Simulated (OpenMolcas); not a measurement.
# Pt2+ in a ligand field

Pt2+ with 6 ligands (fluoride) in octahedral coordination (Oh) at 2.2 Å. A charge of +0.667 e stands 2.4 Å behind each ligand. Ligand basis ANO-RCC-VDZP.

```json
{
  "Program": "OpenMolcas",
  "Method": "SS-CASPT2, IPEA 0.25 Eh, imaginary shift 0.1 Eh (closed shells correlated: 5s 5p and the ligand valence shells)",
  "Basis": "ANO-RCC-VTZP [8s7p5d3f1g]",
  "Scalar Hamiltonian": "DKH2, point nucleus",
  "Active space": "8 electrons in 5 orbitals (5d)",
  "State averaging": "2S+1 = 3 even, 10 roots; 2S+1 = 1 even, 15 roots",
  "Spin-orbit coupling": "state interaction with AMFI integrals over the reference wave functions"
}
```

The lowest spin-free states (labels of O, the rotations of Oh), above the lowest:

```json
{"State": "3A2", "Degeneracy": "1", "E (cm-1)": "0"}
{"State": "1E", "Degeneracy": "2", "E (cm-1)": "8570"}
{"State": "3T2", "Degeneracy": "3", "E (cm-1)": "13790"}
{"State": "1A1", "Degeneracy": "1", "E (cm-1)": "16310"}
{"State": "3T1", "Degeneracy": "3", "E (cm-1)": "19290"}
{"State": "1T2", "Degeneracy": "3", "E (cm-1)": "22770"}
{"State": "1T1", "Degeneracy": "3", "E (cm-1)": "25840"}
{"State": "3T1", "Degeneracy": "3", "E (cm-1)": "29660"}
{"State": "1E", "Degeneracy": "2", "E (cm-1)": "38510"}
{"State": "1T2", "Degeneracy": "3", "E (cm-1)": "38660"}
{"State": "1A1", "Degeneracy": "1", "E (cm-1)": "54610"}
```

The lowest levels with spin-orbit coupling:

```tsv
E (cm-1)	Degeneracy	Label	2S+1
0	3	T2	3
6870	2	E	1 (68 %)
12260	3	T1	3
12610	2	E	3 (85 %)
13000	1	A1	3 (59 %)
15980	3	T2	3 (81 %)
19000	1	A2	3
22160	3	T1	3
22990	3	T2	3 (54 %)
23090	1	A1	1 (55 %)
24940	3	T2	3
27330	2	E	3 (74 %)
29800	3	T1	1 (86 %)
32010	1	A1	3 (83 %)
34220	2	E	3
34290	3	T1	3
36410	3	T2	3 (55 %)
43930	2	E	1 (87 %)
44200	3	T2	1 (81 %)
61700	1	A1	1 (87 %)
```

Powder χT (cm3 K/mol): 1.85 at 2 K, 1.85 at 10 K, 1.85 at 50 K, 1.86 at 100 K, 1.87 at 200 K, 1.88 at 300 K. The effective moment at 300 K is 2.828 √(χT) = 3.88 μB.

The lowest level has 2S+1 = 3, for which the spin-only value is χT = S(S+1) / 2 = 1.000 cm3 K/mol (g = 2). The computed 1.884 at 300 K differs by +0.884, through orbital momentum, spin-orbit coupling and any other state in reach.

Roots that are degenerate in the reference are averaged as groups; the widest CASPT2 spread within a group is 140 cm-1 (the 3-fold group of multiplicity 3 near 29700 cm-1 above the lowest state of its run). Shifts and gaps below about the spread of the groups concerned are not significant. Over all roots computed the reference weight is 0.69; a low but even weight reflects the number of correlated electrons. Real 4d8 and 5d8 ions are as a rule square planar and diamagnetic. Ligand-to-metal charge-transfer states are missing. With no ligand orbital active B as a rule stays too high, so bands that hang on it stand too high and its fall with covalency is understated. With one d shell and no ligand orbital active, 10Dq can be off by a tenth or more. The distance lies 4 % over the 2.11 Å that this model takes as the normal distance (a Shannon-type radius plus a fixed donor radius); by an R⁻⁵ law this alone changes a d-shell field by about -19 %. No measured value stands beside these numbers; the geometry was imposed, not optimised, and the real ion may take another.
